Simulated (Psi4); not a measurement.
Torsional profile of SMILES [SiH3][SiH2]Br. Scanned: dihedral H4–Si1–Si2–Br3; all other coordinates were relaxed at B3LYP-D3(BJ)/def2-SVP. Heavy atoms are numbered in the order of the SMILES [SiH3][SiH2]Br, hydrogens after them in the order of the atoms that carry them; the mirror image has the same energies with the sign of each dihedral reversed.

PBE/def2-TZVP // B3LYP-D3(BJ)/def2-SVP (Psi4); PBE-D3(BJ)/def2-TZVP // B3LYP-D3(BJ)/def2-SVP (Psi4); wB97X-D/def2-TZVP // B3LYP-D3(BJ)/def2-SVP (Psi4); MP2/cc-pVTZ = DF-MP2 (frozen core)/cc-pVTZ // B3LYP-D3(BJ)/def2-SVP (Psi4).

Energies relative to the lowest point of each profile, in kJ/mol; the last columns give the difference from MP2:

```json
[
 {"φ / °": "0", "PBE/def2-TZVP": "4.46", "PBE-D3(BJ)/def2-TZVP": "4.55", "wB97X-D/def2-TZVP": "4.53", "MP2/cc-pVTZ": "5.09", "PBE/def2-TZVP − MP2/cc-pVTZ": "-0.63", "PBE-D3(BJ)/def2-TZVP − MP2/cc-pVTZ": "-0.55", "wB97X-D/def2-TZVP − MP2/cc-pVTZ": "-0.57"},
 {"φ / °": "10", "PBE/def2-TZVP": "4.16", "PBE-D3(BJ)/def2-TZVP": "4.24", "wB97X-D/def2-TZVP": "4.24", "MP2/cc-pVTZ": "4.75", "PBE/def2-TZVP − MP2/cc-pVTZ": "-0.59", "PBE-D3(BJ)/def2-TZVP − MP2/cc-pVTZ": "-0.51", "wB97X-D/def2-TZVP − MP2/cc-pVTZ": "-0.51"},
 {"φ / °": "20", "PBE/def2-TZVP": "3.34", "PBE-D3(BJ)/def2-TZVP": "3.39", "wB97X-D/def2-TZVP": "3.38", "MP2/cc-pVTZ": "3.79", "PBE/def2-TZVP − MP2/cc-pVTZ": "-0.45", "PBE-D3(BJ)/def2-TZVP − MP2/cc-pVTZ": "-0.40", "wB97X-D/def2-TZVP − MP2/cc-pVTZ": "-0.41"},
 {"φ / °": "30", "PBE/def2-TZVP": "2.22", "PBE-D3(BJ)/def2-TZVP": "2.25", "wB97X-D/def2-TZVP": "2.25", "MP2/cc-pVTZ": "2.51", "PBE/def2-TZVP − MP2/cc-pVTZ": "-0.29", "PBE-D3(BJ)/def2-TZVP − MP2/cc-pVTZ": "-0.25", "wB97X-D/def2-TZVP − MP2/cc-pVTZ": "-0.26"},
 {"φ / °": "40", "PBE/def2-TZVP": "1.11", "PBE-D3(BJ)/def2-TZVP": "1.13", "wB97X-D/def2-TZVP": "1.13", "MP2/cc-pVTZ": "1.22", "PBE/def2-TZVP − MP2/cc-pVTZ": "-0.11", "PBE-D3(BJ)/def2-TZVP − MP2/cc-pVTZ": "-0.10", "wB97X-D/def2-TZVP − MP2/cc-pVTZ": "-0.09"},
 {"φ / °": "50", "PBE/def2-TZVP": "0.32", "PBE-D3(BJ)/def2-TZVP": "0.31", "wB97X-D/def2-TZVP": "0.35", "MP2/cc-pVTZ": "0.32", "PBE/def2-TZVP − MP2/cc-pVTZ": "0.00", "PBE-D3(BJ)/def2-TZVP − MP2/cc-pVTZ": "-0.01", "wB97X-D/def2-TZVP − MP2/cc-pVTZ": "0.03"},
 {"φ / °": "60", "PBE/def2-TZVP": "0.00", "PBE-D3(BJ)/def2-TZVP": "0.00", "wB97X-D/def2-TZVP": "0.00", "MP2/cc-pVTZ": "0.00", "PBE/def2-TZVP − MP2/cc-pVTZ": "0.00", "PBE-D3(BJ)/def2-TZVP − MP2/cc-pVTZ": "0.00", "wB97X-D/def2-TZVP − MP2/cc-pVTZ": "0.00"},
 {"φ / °": "70", "PBE/def2-TZVP": "0.29", "PBE-D3(BJ)/def2-TZVP": "0.30", "wB97X-D/def2-TZVP": "0.31", "MP2/cc-pVTZ": "0.34", "PBE/def2-TZVP − MP2/cc-pVTZ": "-0.05", "PBE-D3(BJ)/def2-TZVP − MP2/cc-pVTZ": "-0.04", "wB97X-D/def2-TZVP − MP2/cc-pVTZ": "-0.03"},
 {"φ / °": "80", "PBE/def2-TZVP": "1.08", "PBE-D3(BJ)/def2-TZVP": "1.11", "wB97X-D/def2-TZVP": "1.12", "MP2/cc-pVTZ": "1.26", "PBE/def2-TZVP − MP2/cc-pVTZ": "-0.18", "PBE-D3(BJ)/def2-TZVP − MP2/cc-pVTZ": "-0.15", "wB97X-D/def2-TZVP − MP2/cc-pVTZ": "-0.14"},
 {"φ / °": "90", "PBE/def2-TZVP": "2.18", "PBE-D3(BJ)/def2-TZVP": "2.23", "wB97X-D/def2-TZVP": "2.22", "MP2/cc-pVTZ": "2.51", "PBE/def2-TZVP − MP2/cc-pVTZ": "-0.32", "PBE-D3(BJ)/def2-TZVP − MP2/cc-pVTZ": "-0.28", "wB97X-D/def2-TZVP − MP2/cc-pVTZ": "-0.28"},
 {"φ / °": "100", "PBE/def2-TZVP": "3.29", "PBE-D3(BJ)/def2-TZVP": "3.36", "wB97X-D/def2-TZVP": "3.35", "MP2/cc-pVTZ": "3.78", "PBE/def2-TZVP − MP2/cc-pVTZ": "-0.49", "PBE-D3(BJ)/def2-TZVP − MP2/cc-pVTZ": "-0.42", "wB97X-D/def2-TZVP − MP2/cc-pVTZ": "-0.43"},
 {"φ / °": "110", "PBE/def2-TZVP": "4.14", "PBE-D3(BJ)/def2-TZVP": "4.22", "wB97X-D/def2-TZVP": "4.21", "MP2/cc-pVTZ": "4.73", "PBE/def2-TZVP − MP2/cc-pVTZ": "-0.59", "PBE-D3(BJ)/def2-TZVP − MP2/cc-pVTZ": "-0.51", "wB97X-D/def2-TZVP − MP2/cc-pVTZ": "-0.52"}
]
```

PBE/def2-TZVP is furthest from MP2/cc-pVTZ at 0 (-0.63 kJ/mol, below); its mean absolute difference over the points is 0.31 kJ/mol.

PBE-D3(BJ)/def2-TZVP is furthest from MP2/cc-pVTZ at 0 (-0.55 kJ/mol, below); its mean absolute difference over the points is 0.27 kJ/mol.

wB97X-D/def2-TZVP is furthest from MP2/cc-pVTZ at 0 (-0.57 kJ/mol, below); its mean absolute difference over the points is 0.27 kJ/mol.
